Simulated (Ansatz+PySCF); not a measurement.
## quartet TiF: levels of theory in one basis

```xyz
2

Ti    0.0000    0.0000    0.0000
F     0.0000    0.0000    1.9074
```

Basis set: def2-SVP (spherical functions). Left uncorrelated: 6 orbitals. Correlation on ROHF uses semicanonical orbitals with singles. Charge 0, multiplicity 4.

Computed with Ansatz (development build ahead of 0.2.0); each method stands on the lowest determinant of its kind that the runs found.

| method | E − E(ROHF) (eV) | <S²> of the determinant |
| --- | --- | --- |
| ROHF | 0.00 | 3.75 |
| UHF | -0.08 | 3.75 |
| ROHF-MP2 | -9.76 | – |
| UHF-MP2 | -9.74 | 3.75 |

**Question.** Is a single determinant a sound starting point here?

**Answer.** By this sign, yes. Unrestricted orbitals gain 0.08 eV and <S²> is 3.75 against 3.75 for a pure state.
